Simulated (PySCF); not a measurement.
# From a computed spectrum to the compound

A species of 5 atoms with charge 0 has these harmonic modes (PBE0, small Gaussian bases with core potentials, PySCF 2.14.0):

```
cm⁻¹  km/mol  symmetry
 632   132.8        t2
 632   132.8        t2
 632   132.8        t2
 712     0.0         e
 712     0.0         e
1848     0.0        a1
1873   239.1        t2
1873   239.1        t2
1873   239.1        t2
```

Question: Which species is it, and in which structure?

Answer: PbH4 (singlet):
```xyz
5

Pb    0.0000    0.0000    0.0000
H     1.0146    1.0146    1.0146
H    -1.0146   -1.0146    1.0146
H     1.0146   -1.0146   -1.0146
H    -1.0146    1.0146   -1.0146
```
Ideal gas at 298.15 K and 1 bar: S = 237.4 J/(mol K), Cp = 52.5 J/(mol K), H − H(0 K) = 11.6 kJ/mol (rigid rotor, harmonic modes, spin degeneracy alone). 
 The answer isn't unique; the calculation gave this one.
